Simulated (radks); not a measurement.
Exchange energies: the exact (Fock) value of the Kohn-Sham orbitals and density-functional approximations, in hartree. Species: Mg2+ [Ne]; Ba2+ [Xe]; Cd [Kr] 4d10 5s2. Calculated with a radial shooting solver on a logarithmic mesh with Libxc functionals: non-relativistic Kohn-Sham, exchange-only LDA, spin-polarised, spherical densities, point nucleus. Every spin shell is full or empty, so the densities are truly spherical. Functionals are evaluated on that one density, not self-consistently.

functional      Mg2+      Ba2+        Cd
exact       -15.5718  -188.708  -148.615
LDA          -14.226   -179.93   -141.37
PBE          -15.491   -187.90   -148.06
PBEsol       -14.998   -184.58   -145.28
revPBE       -15.575   -188.14   -148.27
PW86         -15.675   -188.24   -148.44
OPTX         -15.581   -191.22   -150.45
EV93         -15.846   -187.98   -148.28
APBE         -15.680   -189.23   -149.17
TPSS         -15.635   -188.08   -148.28
revTPSS      -15.542   -186.94   -147.33
r2SCAN       -15.603   -188.45   -148.52
MS2          -15.617   -187.54   -147.82
TASK         -15.184   -184.58   -145.29
MVS          -15.565   -188.80   -148.75
